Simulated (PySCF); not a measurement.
## Radial density of Se⁺ (selenium, charge +1)

PBE, [Ar] 3d10 4s2 4p3, high-spin 4S determinant. Computed with PySCF 2.14 in cc-pVTZ-PP with ECP10MDF (5s4p3d1f, 39 functions), with scalar relativity through the core potential. This is the valence pseudo-density: the core potential removes the inner electrons and smooths the orbitals near the nucleus.

```json
{"r (bohr)": "0.000597", "4πr²ρ (e/bohr)": "2.845e-05", "4πr²(ρα − ρβ)": "0.0000"}
{"r (bohr)": "0.00100", "4πr²ρ (e/bohr)": "8.030e-05", "4πr²(ρα − ρβ)": "0.0000"}
{"r (bohr)": "0.00169", "4πr²ρ (e/bohr)": "0.0002255", "4πr²(ρα − ρβ)": "0.0000"}
{"r (bohr)": "0.00284", "4πr²ρ (e/bohr)": "0.0006254", "4πr²(ρα − ρβ)": "0.0000"}
{"r (bohr)": "0.00478", "4πr²ρ (e/bohr)": "0.001676", "4πr²(ρα − ρβ)": "0.0000"}
{"r (bohr)": "0.00803", "4πr²ρ (e/bohr)": "0.004153", "4πr²(ρα − ρβ)": "0.0000"}
{"r (bohr)": "0.0135", "4πr²ρ (e/bohr)": "0.009049", "4πr²(ρα − ρβ)": "0.0000"}
{"r (bohr)": "0.0227", "4πr²ρ (e/bohr)": "0.01757", "4πr²(ρα − ρβ)": "0.0000"}
{"r (bohr)": "0.0382", "4πr²ρ (e/bohr)": "0.03140", "4πr²(ρα − ρβ)": "0.0000"}
{"r (bohr)": "0.0643", "4πr²ρ (e/bohr)": "0.1041", "4πr²(ρα − ρβ)": "0.0000"}
{"r (bohr)": "0.108", "4πr²ρ (e/bohr)": "0.7732", "4πr²(ρα − ρβ)": "-0.0001"}
{"r (bohr)": "0.182", "4πr²ρ (e/bohr)": "4.938", "4πr²(ρα − ρβ)": "0.0113"}
{"r (bohr)": "0.306", "4πr²ρ (e/bohr)": "19.85", "4πr²(ρα − ρβ)": "0.1635"}
{"r (bohr)": "0.515", "4πr²ρ (e/bohr)": "32.08", "4πr²(ρα − ρβ)": "0.2167"}
{"r (bohr)": "0.866", "4πr²ρ (e/bohr)": "11.96", "4πr²(ρα − ρβ)": "0.1083"}
{"r (bohr)": "1.46", "4πr²ρ (e/bohr)": "3.897", "4πr²(ρα − ρβ)": "1.5307"}
{"r (bohr)": "2.45", "4πr²ρ (e/bohr)": "1.669", "4πr²(ρα − ρβ)": "1.1520"}
{"r (bohr)": "4.12", "4πr²ρ (e/bohr)": "0.1222", "4πr²(ρα − ρβ)": "0.1046"}
{"r (bohr)": "6.93", "4πr²ρ (e/bohr)": "0.001887", "4πr²(ρα − ρβ)": "0.0019"}
```

Energies and moments cover only the electrons outside the core potential.
